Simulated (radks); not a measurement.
Q: Ionisation ladder of magnesium, from Mg I to Mg XII. Each ion is in the ground configuration listed by NIST, and IE = E(next ion) - E(this ion), with E = 0 for the bare nucleus. All-electron calculation, scalar-relativistic Kohn-Sham, PBE, spin-polarised, spherical densities, finite nucleus; open shells are filled with parallel spins first; Fermi nuclear charge, rms radius 3.057 fm. Program: a radial shooting solver on a logarithmic mesh with Libxc functionals.

| species | configuration | IE, Delta-SCF (eV) | -e(HOMO) (eV) | HOMO | <r> HOMO (bohr) |
|---|---|---|---|---|---|
| Mg I | [Ne] 3s2 | 7.623 | 4.705 | 3s | 3.15 |
| Mg II | [Ne] 3s1 | 15.362 | 11.917 | 3s up | 2.77 |
| Mg III | [Ne] | ? | 66.705 | 2p | 0.684 |
| Mg IV | [He] 2s2 2p5 | 109.70 | 94.708 | 2p down | 0.645 |
| Mg V | [He] 2s2 2p4 | 140.90 | 125.04 | 2p down | 0.613 |
| Mg VI | [He] 2s2 2p3 | ? | 168.81 | 2p up | 0.569 |
| Mg VII | [He] 2s2 2p2 | ? | 206.41 | 2p up | 0.544 |
| Mg VIII | [He] 2s2 2p1 | 266.07 | 245.87 | 2p up | 0.523 |
| Mg IX | [He] 2s2 | 326.01 | 309.64 | 2s | 0.572 |
| Mg X | [He] 2s1 | ? | 351.70 | 2s up | 0.557 |
| Mg XI | [He] | 1760.8 | 1689.6 | 1s | 0.129 |
| Mg XII | 1s1 | 1961.1 | 1886.4 | 1s up | 0.125 |

Estimate the withheld Delta-SCF values.

A: Mg III: 80.483 eV (NIST 80.144); Mg VI: 187.42 eV (NIST 186.8); Mg VII: 226.00 eV (NIST 225.0); Mg X: 368.51 eV (NIST 367.49).
